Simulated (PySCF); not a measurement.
Molfile (atoms numbered from 1):
```
C5H9NOSi
     RDKit          3D

 17 17  0  0  0  0  0  0  0  0999 V2000
   -2.9421    0.4077    0.0579 C   0  0  0  0  0  0  0  0  0  0  0  0
   -2.2404   -0.8069   -0.0084 O   0  0  0  0  0  0  0  0  0  0  0  0
   -0.8807   -0.7002   -0.0288 C   0  0  0  0  0  0  0  0  0  0  0  0
   -0.0206   -1.8296   -0.1006 C   0  0  0  0  0  0  0  0  0  0  0  0
    1.2517   -1.3479   -0.1060 C   0  0  0  0  0  0  0  0  0  0  0  0
    1.2349    0.0176   -0.0451 N   0  0  0  0  0  0  0  0  0  0  0  0
    2.6378    1.0517    0.0434 Si  0  0  0  0  0  4  0  0  0  0  0  0
   -0.0860    0.4097    0.0062 C   0  0  0  0  0  0  0  0  0  0  0  0
   -2.7242    1.0425   -0.8084 H   0  0  0  0  0  0  0  0  0  0  0  0
   -3.9999    0.1490    0.0612 H   0  0  0  0  0  0  0  0  0  0  0  0
   -2.6978    0.9597    0.9725 H   0  0  0  0  0  0  0  0  0  0  0  0
   -0.3350   -2.8523   -0.1438 H   0  0  0  0  0  0  0  0  0  0  0  0
    2.1836   -1.8762   -0.1507 H   0  0  0  0  0  0  0  0  0  0  0  0
    3.2154    0.9585    1.3869 H   0  0  0  0  0  0  0  0  0  0  0  0
    2.1487    2.3986   -0.2369 H   0  0  0  0  0  0  0  0  0  0  0  0
    3.5798    0.5793   -0.9701 H   0  0  0  0  0  0  0  0  0  0  0  0
   -0.3323    1.4507    0.0606 H   0  0  0  0  0  0  0  0  0  0  0  0
  1  2  1  0
  2  3  1  0
  3  4  1  0
  4  5  2  0
  5  6  1  0
  6  7  1  0
  6  8  1  0
  8  3  2  0
  1  9  1  0
  1 10  1  0
  1 11  1  0
  4 12  1  0
  5 13  1  0
  7 14  1  0
  7 15  1  0
  7 16  1  0
  8 17  1  0
M  END
```

All values are calculated (PySCF): σ from GIAO-PBE0/pcSseg-1, geometry: GFN2-xTB. No relativistic terms, in vacuum, fast rotation and ring inversion assumed for equivalent nuclei, single conformer.

List the cross peaks expected in HSQC, COSY and HMBC spectra.

## Answers



HSQC (one-bond C–H):
| δH | δC |
| --- | --- |
| 6.56 (H13) | 126.8 (C5) |
| 6.38 (H12) | 111.3 (C4) |
| 5.85 (H17) | 106.0 (C8) |
| 3.80 (H9/H10/H11) | 57.8 (C1) |

COSY cross peaks (H two or three bonds apart, from the bond graph; peaks can be absent where the dihedral angle is near 90°):
| δH | δH |
| --- | --- |
| 6.56 (H13) | 6.38 (H12) |

HMBC (two and three bonds, from the bond graph):
| δH | δC |
| --- | --- |
| 6.56 (H13) | 159.2 (C3), 111.3 (C4), 106.0 (C8) |
| 6.38 (H12) | 159.2 (C3), 126.8 (C5), 106.0 (C8) |
| 5.85 (H17) | 159.2 (C3), 126.8 (C5), 111.3 (C4) |
| 5.06 (H14/H15/H16) | 126.8 (C5), 106.0 (C8) |
| 3.80 (H9/H10/H11) | 159.2 (C3) |

δ = σ(ref) − σ, references computed at the same level: TMS for ¹H, ¹³C.

Short H···H contacts in this conformer between protons four or more bonds apart (candidates for NOE cross peaks, intensity ∝ r⁻⁶): H9···H17 2.58 Å, H15···H17 2.67 Å.

Shifts are as computed. Against solution values, carbons near 30 ppm lie about +3 ppm off and those near 130 ppm about +5 ppm. Of 1211 compounds with measured shifts, 218 miss one by over three times the rms of a fit or turn the order of signals round; such compounds aren't used in these exercises.
